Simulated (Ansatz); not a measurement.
F2H6N2SSi2 (`N[Si@@H](F)S[Si@@H](N)F`), relaxed with RKS PBE0-D4/def2-TZVP in the Gaussian-basis code of Ansatz from a GFN2-xTB geometry. The force threshold is 0.005 eV/Å; the program also tests the step.

Charge 0, multiplicity 1.

Start:

```xyz
13

N    -0.866    1.934   -0.035
Si    0.622    1.643   -0.816
F     1.478    2.979   -0.592
S     1.636    0.062    0.215
Si    0.283   -1.566   -0.055
N    -0.247   -2.020    1.502
F    -1.071   -1.113   -0.814
H    -1.363    2.791   -0.216
H    -1.502    1.173    0.134
H     0.681    1.410   -2.246
H     0.856   -2.539   -0.963
H    -0.908   -2.771    1.616
H     0.401   -1.984    2.271
```

**Question.** By how much does the energy fall, and how many steps does the optimiser take? (An estimate is asked.)

**Answer.** Computed: 5.41 kcal/mol, in 30 steps, 3 of them rejected.

**Question.** Which bonds change most? (Best estimate.)

**Answer.** Computed: Si5–H11 from 1.449 to 1.476 Å; Si2–H10 from 1.451 to 1.475 Å; Si5–N6 from 1.707 to 1.686 Å; S4–Si5 from 2.134 to 2.116 Å.

**Question.** Give the relaxed structure. (Best estimate.)

**Answer.** Computed: 
```xyz
13

N    -0.946    2.255   -0.440
Si    0.567    1.607   -0.841
F     1.620    2.803   -0.801
S     1.446    0.198    0.524
Si    0.227   -1.472    0.077
N     0.041   -2.362    1.497
F    -1.147   -0.893   -0.536
H    -1.056    2.809    0.395
H    -1.759    1.681   -0.606
H     0.497    1.017   -2.191
H     0.752   -2.365   -0.974
H    -0.176   -3.344    1.495
H    -0.066   -1.934    2.401
```
